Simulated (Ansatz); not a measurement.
Harmonic frequencies (cm⁻¹) at PBE0-D4/def2-TZVP from Ansatz: 68, 72, 84, 98, 119, 302, 304, 350, 463, 490, 495, 536, 831, 869, 925, 929, 935, 939, 2209, 2213, 2233, 2234, 2241, 2246.

Question: Which molecule is it?
A. `[SiH3][Sb]([SiH3])[Cl]`
B. `C[CH](C)[SbH2]`
C. `C[O][Sb]([F])[F]`
D. `[CH3][SbH][SiH3]`

Answer: A.
